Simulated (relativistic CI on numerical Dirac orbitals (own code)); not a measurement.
**Ho3+: N4,5 absorption edge**

Computed with this model: Dirac-Coulomb-Breit CI, KLI orbitals optimised for each configuration, a model potential for QED, multiplet model of core-to-valence dipole absorption, unscaled Slater integrals; configurations [Xe] 4f10 → [Kr] 4d9 4f11 5s2 5p6; 80 K; Lorentzian 0.5 eV and Gaussian 0.2 eV FWHM. Energies are those of the free ion, without screening or charge transfer. The branching ratio is the share of the lower-energy edge in the whole absorption, uncertain by about 0.02 where the edges overlap. S is read from ⟨S²⟩ = S(S + 1).

Field parameters in Wybourne normalisation; cubic f-shell fields have B⁴₄ = √(5/14) B⁴₀ and B⁶₄ = −√(7/2) B⁶₀. The field is a parameter set, without covalency.

free ion: ground-state S = 1.96, centroid 170.81 eV. Peaks (eV, height): 157.6 (9), 158.7 (14), 161.4 (8), 167.9 (72), 169.8 (23), 170.4 (29), 171.0 (17), 172.2 (10), 176.1 (100).

Oh, B40 = -870, B60 = 810 cm⁻¹: ground-state S = 1.96, centroid 170.83 eV. Peaks (eV, height): 157.6 (10), 158.7 (14), 161.4 (8), 168.0 (72), 169.9 (24), 170.5 (29), 172.2 (11), 176.1 (100).

Strongest unbroadened transitions for free ion:

| Energy (eV) | Relative strength |
| --- | --- |
| 157.55 | 12.4 |
| 158.69 | 18.8 |
| 161.36 | 10.6 |
| 162.92 | 2.2 |
| 165.31 | 4.7 |
| 167.17 | 9.3 |
| 167.92 | 100.0 |
| 168.92 | 5.0 |
| 169.80 | 24.2 |
| 170.40 | 29.7 |
| 170.63 | 5.4 |
| 171.08 | 14.6 |
| 172.16 | 9.2 |
| 172.26 | 2.7 |
| 176.01 | 70.3 |
| 176.13 | 76.4 |
| 176.88 | 20.5 |
| 177.50 | 6.3 |
